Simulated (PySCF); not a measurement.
**Molecular orbitals of CsS**

PBE0 at R = 3.050 Å; PySCF, spin-free X2C with a Gaussian nucleus, basis sets Cs x2c-TZVPall, S x2c-TZVPall. State: ²Π (doublet), unpaired electrons π ↑. Only the outer orbitals are listed, counted within each symmetry.

| spin | orbital | occ. | ε (eV) | on Cs (%) | main shells (%) |
| --- | --- | --- | --- | --- | --- |
| α | 13σ | 1 | -28.91 | 100 | 100 Cs s |
| α | 14σ | 1 | -16.50 | 14 | 86 S s, 13 Cs p |
| α | 7π | 1 | -14.87 | 100 | 100 Cs p |
| α | 7π | 1 | -14.83 | 100 | 100 Cs p |
| α | 15σ | 1 | -14.42 | 86 | 86 Cs p, 13 S s |
| α | 8π | 1 | -6.17 | 3 | 97 S p |
| α | 16σ | 1 | -5.02 | 10 | 90 S p |
| α | 8π | 1 | -4.89 | 6 | 94 S p |
| α | 17σ | 0 | -1.13 | 99 | 84 Cs s, 14 Cs p |
| α | 9π | 0 | -0.08 | 100 | 79 Cs p, 21 Cs d |
| α | 9π | 0 | -0.07 | 100 | 78 Cs p, 22 Cs d |
| β | 13σ | 1 | -28.91 | 100 | 100 Cs s |
| β | 14σ | 1 | -15.50 | 44 | 55 S s, 44 Cs p |
| β | 7π | 1 | -14.86 | 100 | 100 Cs p |
| β | 7π | 1 | -14.84 | 100 | 100 Cs p |
| β | 15σ | 1 | -14.05 | 57 | 55 Cs p, 43 S s |
| β | 16σ | 1 | -4.67 | 11 | 89 S p |
| β | 8π | 1 | -4.54 | 7 | 93 S p |
| β | 8π | 0 | -1.87 | 15 | 85 S p, 11 Cs d |
| β | 17σ | 0 | -1.13 | 99 | 82 Cs s, 15 Cs p |
| β | 9π | 0 | -0.09 | 100 | 77 Cs p, 23 Cs d |

Question: Which are the highest filled and the lowest empty level, where do they sit, and how wide is the gap?

Answer: Highest filled β 8π at -4.54 eV (in %: 93 S p); lowest empty β 8π at -1.87 eV (in %: 85 S p, 11 Cs d); the gap at PBE0 is 2.67 eV. Both belong to one degenerate shell, split only by its one-sided filling, so this is no excitation gap.

The bond order (Mayer) is 0.67 and the ⟨S²⟩ is 0.755. The charge on Cs (Mulliken, basis-dependent) is 0.64. The charge on Cs (Löwdin, basis-dependent) is 0.36. The dipole moment (positive dipole means Cs(−)S(+)) is -10.06 D and the polarisability along the bond is 89.1 bohr³. The polarisability across the bond is 43.2 bohr³.

Spin–orbit coupling is left out. The state is the lowest determinant that a PBE0 search found; another state may lie lower at other levels.
